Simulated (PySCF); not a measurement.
## Computed properties of C2H6OTe, SMILES [Te](CC)O

Te(Et)(OH) (C₂H₆OTe), SMILES [Te](CC)O. Coordinates come from a r2SCAN-D4/def2-SVP optimisation. The def2 effective core potentials stand for the cores of Te; spin–orbit coupling is left out. One conformer was computed; it need not be the lowest. All values are computed for the isolated molecule unless a solvent is named; none is compared with measurement here.

**Structure.** All 24 harmonic modes at r2SCAN-D4/def2-SVP (PySCF) are real, so it is a minimum. With heavy atoms numbered as in [Te:1]([CH2:2][CH3:3])[OH:9], the shortest bond between them is C2–C3 at 1.517 Å and the longest Te1–C2 at 2.180 Å.

**Vibrations.** The strongest infrared lines (harmonic, unscaled, degenerate partners summed) lie at 373 cm⁻¹ (89 km/mol, H 93 %), 3806 cm⁻¹ (80 km/mol, H 94 %), 1013 cm⁻¹ (44 km/mol, H 94 %). The softest mode is at 65 cm⁻¹ and the zero-point energy is 49.2 kcal/mol.

**Electronic structure.** M06-2X/def2-TZVP (PySCF) places the frontier levels at -7.17 and -0.64 eV, a gap of 6.53 eV, and gives a dipole moment of 2.23 D and a mean polarisability of 65.5 bohr³. PBE/def2-TZVP (PySCF) at the same geometry gives -4.92 and -2.47 eV, so its gap is 4.08 eV narrower. An orbital gap is neither the optical nor the fundamental gap.

**Excitations.** TDDFT-PBE0/def2-SVPD (PySCF) has S1 at 2.87 eV (432 nm, f = 0.001, dark); the most intense of the 10 singlets computed lies at 7.06 eV (f = 0.11). T1 (TDA) is at 2.14 eV. TDDFT-PBE/def2-SVPD (PySCF) puts S1 at 2.70 eV.
